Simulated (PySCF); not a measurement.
C3H8N, SMILES [NH]C(C)C, multiplicity 2.

Coordinates come from a ωB97X-D3(BJ)/def2-SVP optimisation. The isomer is the one that the SMILES or the coordinates give; other isomers of the formula were not compared. The values are those of a single conformer.

All values below come from TDA-PBE/def2-SVPD in PySCF 2.14.0.

Vertical excitations. Gas-phase values at a fixed geometry.

Computed UV-visible absorptions:
```tsv
state	energy (eV)	λ (nm)	f	main pairs
root 1	2.25	550	0.001	β HOMO→LUMO 99 %
root 2	4.67	265	0.001	β HOMO−1→LUMO 64 %, β HOMO−2→LUMO 35 %
root 3	4.82	257	0.013	β HOMO−2→LUMO 62 %, β HOMO−1→LUMO 35 %
root 4	5.04	246	0.000	β HOMO−3→LUMO 98 %
root 5	5.66	219	0.000	β HOMO−4→LUMO 100 %
root 6	6.01	206	0.010	α HOMO→LUMO 97 %
root 7	6.10	203	0.006	β HOMO→LUMO+1 94 %
root 8	6.52	190	0.010	α HOMO−1→LUMO 75 %, β HOMO−5→LUMO 20 %
root 9	6.56	189	0.027	α HOMO−1→LUMO 19 %, β HOMO−5→LUMO 77 %
root 10	6.93	179	0.005	α HOMO→LUMO+1 92 %, β HOMO→LUMO+2 6 %
```
Unrestricted roots are not spin-pure.
